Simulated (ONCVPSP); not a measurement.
Scattering properties, ONCV potential for Ru

Ru (Z = 44), optimised norm-conserving Vanderbilt (ONCV), made with ONCVPSP 4.0.1 (PBEsol, scalar-relativistic). Core [Ar] 3d10, reference 4s2 4p6 4d7 5s1. Waves: 4s+5s: rc 2.00 bohr, ncon 4, nbas 7, qcut 5.7 1/bohr, 3 projectors, debl 1.1 Ha; 4p: rc 1.05 bohr, ncon 4, nbas 7, qcut 8.1 1/bohr, 2 projectors, debl 0.8 Ha; 4d: rc 1.95 bohr, ncon 4, nbas 8, qcut 9.2 1/bohr, 2 projectors, debl 2.7 Ha. Local part: polynomial inside 0.80 bohr (lpopt 1, dvloc0 2 Ha). Core correction: none.

In the p channel the program set the typed energies aside and used -1.704, 0.250 Ha.

The phase is arctan(r·R′/R) of the radial function R(r), unwrapped; energies in Ha, scanned from -4 to 5 Ha. A pole is an energy at which the radial function vanishes at the test radius. The pseudo phase is shifted by a multiple of π to meet the all-electron one at the reference energy, and phase errors are pseudo minus all-electron; the curves can meet again beyond the range given. Levels narrower than the energy grid can be missing from the lists of poles.

| channel | radius (bohr) | reference energy (Ha) | poles, all-electron | poles, pseudo | unbroken range about the reference energy with phases within 0.05 rad | phase error 1 Ha above the reference energy (rad) |
| --- | --- | --- | --- | --- | --- | --- |
| s | 2.04 | -0.16 | -2.71, 3.21 | -2.71, 3.21 | the whole range | +0.000 |
| p | 1.07 | -1.70 | 4.54 | 4.49 | the whole range | -0.000 |
| d | 1.98 | -0.19 | 0.44 | 0.44 | the whole range | +0.000 |

Phases in the d channel:

| E (Ha) | all-electron | pseudo |
| --- | --- | --- |
| -3.98 | 1.346 | 1.346 |
| -3.74 | 1.337 | 1.337 |
| -3.50 | 1.326 | 1.326 |
| -3.26 | 1.314 | 1.314 |
| -3.02 | 1.300 | 1.300 |
| -2.78 | 1.283 | 1.283 |
| -2.54 | 1.263 | 1.263 |
| -2.30 | 1.238 | 1.238 |
| -2.06 | 1.207 | 1.207 |
| -1.82 | 1.166 | 1.166 |
| -1.58 | 1.109 | 1.109 |
| -1.34 | 1.022 | 1.022 |
| -1.10 | 0.877 | 0.877 |
| -0.86 | 0.594 | 0.594 |
| -0.62 | -0.007 | -0.007 |
| -0.38 | -0.771 | -0.771 |
| -0.14 | -1.199 | -1.199 |
| 0.10 | -1.408 | -1.408 |
| 0.34 | -1.531 | -1.531 |
| 0.58 | -1.619 | -1.619 |
| 0.82 | -1.692 | -1.692 |
| 1.06 | -1.762 | -1.762 |
| 1.30 | -1.839 | -1.839 |
| 1.54 | -1.934 | -1.934 |
| 1.78 | -2.069 | -2.069 |
| 2.02 | -2.285 | -2.285 |
| 2.26 | -2.663 | -2.663 |
| 2.50 | -3.241 | -3.241 |
| 2.74 | -3.770 | -3.770 |
| 2.98 | -4.087 | -4.087 |
| 3.22 | -4.266 | -4.266 |
| 3.46 | -4.377 | -4.377 |
| 3.70 | -4.452 | -4.452 |
| 3.94 | -4.506 | -4.506 |
| 4.18 | -4.547 | -4.547 |
| 4.42 | -4.580 | -4.580 |
| 4.66 | -4.607 | -4.607 |
| 4.90 | -4.631 | -4.630 |
